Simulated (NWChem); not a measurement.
# HFSi

The numbers come from NWChem runs, not from measurements. All single points use one geometry, from PBE0/def2-SVP, a minimum by its harmonic frequencies.

Job file:

```
start mol
memory heap 200 mb stack 900 mb global 1100 mb
geometry "system" units angstroms nocenter noautoz noautosym
  Si    -0.456019     0.403674     0.000000
  H      0.553675     1.575429     0.000000
  F      0.647844    -0.802985     0.000000
end
set geometry "system"
basis spherical
  * library 6-31g*
end
dft
  xc pbe0
  semidirect memsize 60000000 filesize 0
  iterations 100
  convergence energy 1e-10 density 1e-9 gradient 1e-8
  tolerances tight
end
task dft energy
rt_tddft
  tmax 200.0
  dt 0.2
  tag "kick"
  print dipole
  field "kick"
    type delta
    polarization z
    max 0.0001
  end
  excite "system" with "kick"
end
task dft rt_tddft
```

Change of the dipole's z component after the kick, in units of 1e-4 a.u.:

| time (a.u.) | Δμ |
|---|---|
| 0.0 | 0.000 |
| 0.4 | 0.333 |
| 0.8 | 0.549 |
| 1.2 | 0.498 |
| 1.6 | 0.361 |
| 2.0 | 0.285 |
| 2.4 | 0.352 |
| 2.8 | 0.544 |
| 3.2 | 0.700 |
| 3.6 | 0.638 |
| 4.0 | 0.369 |
| 4.4 | 0.123 |
| 4.8 | 0.069 |
| 5.2 | 0.148 |
| 5.6 | 0.255 |
| 6.0 | 0.314 |
| 6.4 | 0.236 |
| 6.8 | 0.064 |
| 7.2 | -0.025 |
| 7.6 | 0.059 |
| 8.0 | 0.203 |
| 8.4 | 0.259 |
| 8.8 | 0.200 |
| 9.2 | 0.071 |
| 9.6 | -0.076 |
| 10.0 | -0.145 |
| 10.4 | -0.097 |
| 10.8 | -0.050 |
| 11.2 | -0.106 |
| 11.6 | -0.203 |
| 12.0 | -0.234 |
| 12.4 | -0.193 |
| 12.8 | -0.140 |
| 13.2 | -0.093 |
| 13.6 | -0.056 |
| 14.0 | -0.060 |
| 14.4 | -0.069 |
| 14.8 | -0.003 |
| 15.4 | 0.116 |
| 15.8 | 0.103 |
| 16.2 | 0.059 |
| 16.6 | 0.041 |
| 17.0 | 0.061 |
| 17.4 | 0.099 |
| 17.8 | 0.147 |
| 18.2 | 0.177 |
| 18.6 | 0.142 |
| 19.0 | 0.096 |
| 19.4 | 0.128 |
| 19.8 | 0.203 |
| 20.2 | 0.235 |
| 20.6 | 0.199 |
| 21.0 | 0.104 |
| 21.4 | -0.001 |
| 21.8 | -0.036 |
| 22.2 | 0.030 |
| 22.6 | 0.120 |
| 23.0 | 0.105 |
| 23.4 | -0.034 |
| 23.8 | -0.171 |
| 24.2 | -0.195 |
| 24.6 | -0.109 |
| 25.0 | 0.026 |
| 25.4 | 0.111 |
| 25.8 | 0.069 |
| 26.2 | -0.053 |
| 26.6 | -0.119 |
| 27.0 | -0.051 |
| 27.4 | 0.070 |
| 27.8 | 0.122 |
| 28.2 | 0.064 |
| 28.6 | -0.067 |
| 29.0 | -0.188 |
| 29.4 | -0.201 |
| 29.8 | -0.101 |
